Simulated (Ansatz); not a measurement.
## Counterpoise correction, worked out

The pair of Li⁺ (SMILES [Li+], atom 1) and CH5N (SMILES CN, atoms 2–8), both closed shells, in one local arrangement (a lower one may exist), relaxed at PBE0-D4/def2-TZVP:

```csv
atom,x (Å),y (Å),z (Å)
Li1,-0.2980,0.2410,-2.2251
C2,0.1194,-0.5791,0.5099
N3,-0.1013,0.6299,-0.3229
H4,0.2268,-0.3364,1.5678
H5,1.0247,-1.0902,0.1814
H6,-0.7245,-1.2603,0.3980
H7,0.6677,1.2748,-0.1522
H8,-0.9149,1.1204,0.0431
```

Computed with Ansatz 0.2.0 (basis: def2-TZVPPD); correlated methods freeze the cores. The outer core shell of Li, Na, Mg and K is correlated.

MP2 total energies in eV:

| system | geometry | basis functions | energy |
| --- | --- | --- | --- |
| pair | pair | all | -2802.63166 |
| Li⁺ | as in the pair | all (partner as ghosts) | -197.73134 |
| CH5N | as in the pair | all (partner as ghosts) | -2603.13072 |
| Li⁺ | as in the pair | its own | -197.72650 |
| CH5N | as in the pair | its own | -2603.12151 |
| Li⁺ | free (PBE0-D4 minimum) | its own | -197.72650 |
| CH5N | free (PBE0-D4 minimum) | its own | -2603.13817 |

(1) Work out the interaction energy with and without the counterpoise correction, the superposition error, and the binding energy from the relaxed fragments.

T1 diagnostic: at most 0.009.

## Answers

(1) Without correction: -2802.63166 − (-197.72650) − (-2603.12151) = -1.78365 eV.
With correction (each fragment in the whole basis): -2802.63166 − (-197.73134) − (-2603.13072) = -1.76960 eV = -40.81 kcal/mol.
The superposition error is the difference, 0.01405 eV, 1 % of the uncorrected value: each fragment borrows its partner's functions.
Deformation from the free shapes: 0.00000 eV for Li⁺ and 0.01666 eV for CH5N.
Binding energy from relaxed fragments: -1.76960 + 0.00000 + 0.01666 = -1.75294 eV = -40.42 kcal/mol (electronic, without zero-point energy; negative means bound). For comparison, the corrected interaction energy by CCSD(T) at an estimated basis limit (MP2 extrapolated from triple and quadruple zeta, plus CCSD(T) − MP2 in triple zeta) is -1.800 eV.

For scale, one of the runs: CCSD(T)/def2-TZVPPD, 181 basis functions, launched by `ansatz run in.yaml --threads 2 --pin off --events-out ev --progress --plain --max-ram 5222MiB`. Time: 26 s of wall clock on 2 CPU threads of an Arm Neoverse V2; the host was shared. Peak host memory: 1.8 GiB.
